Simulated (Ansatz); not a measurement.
Molecule: SnF, net charge 0, doublet state. 
Coordinates optimised at B3LYP-D3(BJ)/def2-TZVP (Ansatz, a quantum-chemistry and plane-wave program):
```xyz
2

Sn     0.0000     0.0000    -0.2995
F      0.0000     0.0000     1.6641
```
Charge 0, spin multiplicity 2.

Computed values are from Ansatz. Correlated levels leave the core frozen unless marked. UHF or UKS for open shells. No spin-orbit coupling. The frozen core is the preceding noble-gas configuration, with the filled d and f shells of earlier blocks. Past Kr the def2 sets carry scalar-relativistic core potentials. CBS marks a two-point X^-3 extrapolation of the correlation energy; Hartree-Fock from the larger set.

### Question
What is the vertical ionisation energy (to the singlet) at CCSD(T)/CBS(def2-TZVPPD,def2-QZVPPD)?

### Answer
7.12 eV.

### Question
What is the total energy at CCSD(T)/CBS(def2-TZVPPD,def2-QZVPPD)?

### Answer
-313.2549 Eh.

### Question
What is the atomisation energy De at CCSD(T)/CBS(def2-TZVPPD,def2-QZVPPD)?

### Answer
116.3 kcal/mol.

### Question
What is the T1 diagnostic at CCSD/def2-QZVPPD?

### Answer
0.019.

### Question
What is the dipole moment at CCSD(T)/def2-SVPD?

### Answer
2.88 D.
